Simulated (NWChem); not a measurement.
Species: InH$_{2}$O$_{2}$I; SMILES [OH][In]([OH])[I]

```xyz
6

In    -0.0049    -1.0116     0.0000
I     -0.0048     1.6390     0.0000
O     -1.7200    -2.0102     0.0000
H     -1.5583    -2.9623     0.0000
O      1.6692    -2.0899     0.0000
H      2.4611    -1.5388     0.0000
```
Atoms are numbered in this order, from 1.

Results from NWChem. Structure relaxed at the PBE0/def2-SVP level. def2 effective core potentials on In, I; no spin-orbit coupling.

For level LC-wPBE (HJS exchange hole, range parameter 0.4 per bohr)/def2-SVP:

```yaml
highest occupied level (eV): -10.50
orbital gap (eV): 10.43
```

Q: What are these values for level B3PW91/def2-SVP?

A: 
| Property | Value |
|---|---|
| highest occupied level (eV) | -7.66 |
| orbital gap (eV) | 5.18 |
